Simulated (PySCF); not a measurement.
A side-by-side comparison of computed properties.

First species: C₂H₅FGeSi.
SMILES: `[SiH2](C#[C][GeH3])F`

Second species: C₄H₇F₃OSi₂.
SMILES: `O=C(C1[SiH2]C[SiH2]1)C(F)(F)F`

Levels: CAM-B3LYP/def2-SVPD for dipole moment, HOMO energy, LUMO energy, HOMO–LUMO gap, static isotropic polarisability and electronic spatial extent ⟨r²⟩ about the centre of nuclear charge; TDDFT CAM-B3LYP/def2-SVPD for lowest singlet excitation; TDA CAM-B3LYP/def2-SVPD for lowest triplet excitation (Tamm–Dancoff); PBE0-D3(BJ)/def2-SVP for rotational constant A and rotational constant C. Geometries: PBE0-D3(BJ)/def2-SVP. Each species is one conformer at its optimised geometry, gas phase, non-relativistic unless stated; the electronic structure was computed with PySCF and density fitting.

The conformers computed, where there is a choice (atom-mapped SMILES and torsion angles):
- `[O:1]=[C:2]([CH:3]1[SiH2:4][CH2:5][SiH2:6]1)[C:7]([F:8])([F:9])[F:10]`: O1–C2–C3–Si4 63°, O1–C2–C7–F8 -120°

(1) Which has the higher S1 energy?

(2) Which has the higher HOMO–LUMO gap?

(3) Which has the higher rotational constant C?

(4) Which of the two has the higher static isotropic polarisability, and by how much?

(5) Which has the higher LUMO energy?

(6) Which has the higher ⟨r²⟩?

(7) Which of the two has the higher HOMO energy, and by how much?

(8) Which of the two has the higher dipole moment, and by how much?

Answers

(1) The first: 5.39 eV against 4.51 eV, a difference of 0.88 eV.

(2) The first: 9.57 eV against 9.26 eV, a difference of 0.31 eV.

(3) The first: 0.579 GHz against 0.570 GHz, a difference of 0.009 GHz.

(4) The second: 100.8 au against 80.9 au, a difference of 19.9 au.

(5) The first: -0.04 eV against -0.40 eV, a difference of 0.36 eV.

(6) The second: 2022 bohr² against 1671 bohr², a difference of 351 bohr².

(7) The first: -9.61 eV against -9.66 eV, a difference of 0.05 eV.

(8) The second: 3.41 D against 2.09 D, a difference of 1.32 D.

On the first: No computed singlet falls in the visible range (750 to 380 nm, 1.65 to 3.26 eV); S1 lies 2.13 eV above its blue end. In atomic units the dipole is 0.82 e·bohr (1 au = 2.5417 D). The calculation is non-relativistic and has no spin–orbit coupling, an omission that weighs most on germanium.

On the second: The dipole equals about 11.4 × 10⁻³⁰ C·m (1 D = 3.33564 × 10⁻³⁰ C·m). The polarisability is 14.93 Å³ as a volume (1 au = 0.148185 Å³), or 1.07 au for each of the 94 electrons.
